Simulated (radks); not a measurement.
Values are calculated unless marked as measured or tabulated.
Initial-state core-level shifts of the bismuth ion Bi+ when its valence configuration changes from [Hg] 6p2. Code: a radial shooting solver on a logarithmic mesh with Libxc functionals. Model: Dirac Kohn-Sham, LDA (Slater exchange, Perdew-Wang correlation), spin-unpolarised, spherical densities, finite nucleus; open shells fill j = l - 1/2 first; Fermi nuclear charge, rms radius 5.5211 fm. Shifts are changes of the shell-averaged eigenvalues in eV (positive: less bound); the change of the density at the nucleus, which sets a Mossbauer isomer shift, is in e/bohr^3, on a base of 2.957e+06.

valence                          1s       2p       4p       4d  density at nucleus
[Xe] 4f14 5d9 6s2 6p3        -6.504   -6.730   -6.533   -6.526               +99.9
[Xe] 4f13.5 5d10 6s2 6p2.5  -10.553  -11.275  -10.572  -10.259              +175.5
[Xe] 4f14 5d10 6s1 6p3       -2.107   -2.047   -2.060   -2.058              -314.4
[Xe] 4f14 5d10 6p4           -4.124   -4.002   -4.029   -4.025              -652.5
[Xe] 4f13 5d10 6s2 6p3      -21.298  -22.765  -21.276  -20.646              +354.9
[Xe] 4f12.5 5d10 6s2 6p3.5  -32.232  -34.468  -32.104  -31.156              +538.1
[Xe] 4f14 5d10 6s1.5 6p2.5   -1.066   -1.036   -1.043   -1.041              -154.2
